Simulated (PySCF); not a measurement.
C₈H₇FO.
Bonds: C1–C2, C2–O3 (double), C2–C4, C4–C5 (aromatic), C5–C6 (aromatic), C6–C7 (aromatic), C7–F8, C7–C9 (aromatic), C9–C10 (aromatic), C4–C10 (aromatic). Hydrogens: H11, H12, H13 on C1; H14 on C5; H15 on C6; H16 on C9; H17 on C10.

The same species was optimised twice, with GFN2-xTB and with PBE0-D3(BJ)/def2-SVP (PySCF), and the same property calculations (PySCF, gas phase) were run on both structures.

```
     coordinate  GFN2-xTB  PBE0-D3(BJ)/def2-SVP  change
      C7–F8 (Å)     1.346                 1.328  -0.018
     C9–C10 (Å)     1.382                 1.391  +0.009
      C5–C6 (Å)     1.380                 1.388  +0.008
      C6–C7 (Å)     1.385                 1.392  +0.007
      C2–C4 (Å)     1.489                 1.496  +0.007
     C4–C10 (Å)     1.394                 1.401  +0.007
      C7–C9 (Å)     1.385                 1.390  +0.005
      C4–C5 (Å)     1.397                 1.402  +0.005
      C2=O3 (Å)     1.210                 1.212  +0.002
      C1–C2 (Å)     1.508                 1.509  +0.001
   C1–C2–C4 (°)     117.2                 118.5    +1.3
   C1–C2–O3 (°)     121.7                 121.0    -0.7
   O3–C2–C4 (°)     121.1                 120.5    -0.6
   C2–C4–C5 (°)     117.5                 118.0    +0.5
  C2–C4–C10 (°)     123.5                 123.0    -0.5
  C4–C10–C9 (°)     120.4                 120.8    +0.4
  C7–C9–C10 (°)     119.0                 118.8    -0.2
   C5–C6–C7 (°)     118.4                 118.6    +0.2
C1–C2–C4–C5 (°)      -179                   180      -1
```

Rotational constants: A = 3702, B = 781.1, C = 647.6 MHz (GFN2-xTB) against A = 3686, B = 774.7, C = 642.8 MHz (PBE0-D3(BJ)/def2-SVP). Atoms that the bonding makes alike are paired by their places after alignment.

On the GFN2-xTB structure: HOMO (eV) -7.50 [PBE0/pcSseg-1]; LUMO (eV) -1.71 [PBE0/pcSseg-1]; dipole (D) 2.43 [PBE0/pcSseg-1]; GIAO shielding of C1 (ppm) 158.5 [PBE0/pcSseg-1]; GIAO shielding of C2 (ppm) -11.4 [PBE0/pcSseg-1]; GIAO shielding of O3 (ppm) -306.8 [PBE0/pcSseg-1]; GIAO shielding of C4 (ppm) 50.5 [PBE0/pcSseg-1]; GIAO shielding of C5/C10 (mean) (ppm) 49.2 [PBE0/pcSseg-1]; GIAO shielding of C6/C9 (mean) (ppm) 65.8 [PBE0/pcSseg-1]; GIAO shielding of C7 (ppm) 10.6 [PBE0/pcSseg-1]; GIAO shielding of F8 (ppm) 276.7 [PBE0/pcSseg-1].

Task: What do these properties become on the PBE0-D3(BJ)/def2-SVP structure?

Result: 
```tsv
property	level	on GFN2-xTB	on PBE0-D3(BJ)/def2-SVP	change
HOMO (eV)	PBE0/pcSseg-1	-7.50	-7.51	-0.01
LUMO (eV)	PBE0/pcSseg-1	-1.71	-1.70	+0.01
dipole (D)	PBE0/pcSseg-1	2.43	2.47	+0.04
energy, GFN2-xTB geometry as zero (kcal/mol)	PBE0/pcSseg-1	0.0	-0.3	-0.3
GIAO shielding of C1 (ppm)	PBE0/pcSseg-1	158.5	157.1	-1.4
GIAO shielding of C2 (ppm)	PBE0/pcSseg-1	-11.4	-11.8	-0.4
GIAO shielding of O3 (ppm)	PBE0/pcSseg-1	-306.8	-312.4	-5.6
GIAO shielding of C4 (ppm)	PBE0/pcSseg-1	50.5	49.1	-1.4
GIAO shielding of C5/C10 (mean) (ppm)	PBE0/pcSseg-1	49.2	47.2	-2.0
GIAO shielding of C6/C9 (mean) (ppm)	PBE0/pcSseg-1	65.8	64.2	-1.6
GIAO shielding of C7 (ppm)	PBE0/pcSseg-1	10.6	10.8	+0.2
GIAO shielding of F8 (ppm)	PBE0/pcSseg-1	276.7	278.4	+1.7
```

The heavy atoms differ by 0.015 Å rms after alignment. Among bonds between heavy atoms C7–F8 changes most (-0.018 Å). Changes are differences of the printed values. Neither structure is proved a minimum here.

Shape of the structure used: `[CH3:1][C:2](=[O:3])[c:4]1[cH:5][cH:6][c:7]([F:8])[cH:9][cH:10]1`: C1–C2–C4–C5 180°.
